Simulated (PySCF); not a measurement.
Bi(H)2(OH) (BiH3O), SMILES [OH][BiH2].

The structure is a stationary point at PBE0-D3(BJ)/def2-TZVP. The def2 effective core potentials stand for the cores of Bi; spin–orbit coupling is left out.

Computed with HF/def2-TZVPD (PySCF).

Isolated molecule, no solvent.

| Quantity | Value |
|---|---|
| total energy | -290.17337 hartree |
| point group | Cs |
| highest occupied level | -10.33 eV |
| lowest empty level | 1.32 eV |
| orbital gap | 11.65 eV |
| dipole moment | 0.438 e·Å |
| quadrupole, principal values (traceless, Buckingham form, about the centre of nuclear charge) | -5.89, 0.53, 5.36 D·Å |
| mean static polarisability | 51.0 bohr³ (7.56 Å³) |
| polarisability, principal values | 50.0, 50.6, 52.6 bohr³ |
